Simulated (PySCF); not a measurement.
Job file and geometry (Å, from GFN2-xTB) of an NMR shielding run on `InChI=1S/C2H7BO/c1-4-2-3/h2-3H2,1H3`, GIAO PBE0/pcSseg-1 NMR shielding, non-relativistic, gas phase in PySCF; density fitting, a coarse starting grid and PySCF grid level 2 are the driver's defaults:

```
$ OMP_NUM_THREADS=1 python probes_run.py task.json out

{"job": {"kind": "nmr", "xc": "PBE0", "basis": "pcSseg-1"}, "charge": 0, "multiplicity": 1}
B      2.011540     0.088145    -0.197668
C      0.556752     0.097305     0.389762
O     -0.461467    -0.175766    -0.556537
C     -1.748628    -0.158159    -0.002898
H      2.197512    -0.129001    -1.326212
H      2.891996     0.305275     0.537400
H      0.358898     1.075293     0.866957
H      0.489190    -0.631329     1.219063
H     -1.857045    -0.913918     0.787184
H     -1.990166     0.825645     0.422470
H     -2.443158    -0.380820    -0.810691
```

Problem. What does the program print?

Solution. 
```
coarse grid: 8688 points
cycle   1  E = -180.1197868419  dE =  2.170e-01  |g| = 5.137e-01  |ddm| = 2.613e+00
cycle   2  E = -180.0651868862  dE =  5.460e-02  |g| = 7.595e-01  |ddm| = 1.166e+00
cycle   3  E = -180.1717472964  dE = -1.066e-01  |g| = 5.812e-02  |ddm| = 7.495e-01
cycle   4  E = -180.1723204492  dE = -5.732e-04  |g| = 1.954e-02  |ddm| = 4.530e-02
cycle   5  E = -180.1724128773  dE = -9.243e-05  |g| = 4.971e-03  |ddm| = 1.847e-02
cycle   6  E = -180.1724183023  dE = -5.425e-06  |g| = 9.424e-04  |ddm| = 4.397e-03
final grid: 82440 points
cycle   7  E = -180.2053501258  dE = -2.274e-05  |g| = 1.044e-02  |ddm| = 1.930e-02
cycle   8  E = -180.2053342664  dE =  1.586e-05  |g| = 1.431e-02  |ddm| = 1.371e-02
cycle   9  E = -180.2053712321  dE = -3.697e-05  |g| = 1.301e-03  |ddm| = 8.208e-03
cycle  10  E = -180.2053716128  dE = -3.807e-07  |g| = 1.005e-04  |ddm| = 1.254e-03
cycle  11  E = -180.2053716148  dE = -2.057e-09  |g| = 4.629e-05  |ddm| = 1.313e-04
cycle  12  E = -180.2053716154  dE = -6.034e-10  |g| = 7.265e-06  |ddm| = 4.384e-05
converged SCF energy = -180.2053716154

GIAO shielding tensors (ppm)
atom      isotropic    diamagn.    paramagn.     s11        s22        s33       span
  0 B       11.048     190.893    -179.846    -67.073    -26.854    127.069    194.142
  1 C      102.919     248.739    -145.820     76.921     84.401    147.435     70.514
  2 O      316.571     395.460     -78.889    291.615    314.923    343.173     51.558
  3 C      123.314     244.692    -121.377     92.886     95.286    181.770     88.884
  4 H       23.629      29.344      -5.715     15.332     27.723     27.831     12.499
  5 H       23.918      29.065      -5.148     16.080     26.992     28.681     12.601
  6 H       27.703      30.547      -2.844     23.638     26.191     33.280      9.642
  7 H       27.697      30.503      -2.807     23.627     26.188     33.275      9.648
  8 H       28.466      29.543      -1.077     25.215     26.339     33.845      8.630
  9 H       28.462      29.574      -1.112     25.203     26.340     33.844      8.641
 10 H       27.771      28.855      -1.083     23.919     25.771     33.623      9.704
```

Size and cost of the density-fitted run: 103 basis functions, 12 s wall time on 1 thread of an Arm Neoverse N1, shared host; peak memory 0.47 GiB.
